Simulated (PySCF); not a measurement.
BBrClH.

```xyz
4

B     -0.7605     0.6056     0.0000
H     -1.9516     0.6662     0.0000
Cl     0.1850     2.0654     0.0000
Br     0.0745    -1.1088     0.0000
```
Charge 0, spin multiplicity 1.

The structure is a stationary point at PBE-D3(BJ)/def2-TZVP.

The numbers are results of PySCF with B3LYP/pcSseg-2, not measurements. Non-relativistic, no solvent.

Question: Give the absolute GIAO shielding of each atom: isotropic value and principal components (ppm). (An estimate is asked for; the answer gives what the named calculation found.)

Answer: 
```csv
atom,σ(iso),σ11,σ22,σ33,span
B1,23.4,-18.2,3.0,85.4,103.7
H2,24.4,21.7,23.9,27.6,5.8
Cl3,589.6,247.0,628.5,893.2,646.2
Br4,1952.3,1171.9,2263.7,2421.2,1249.2
```
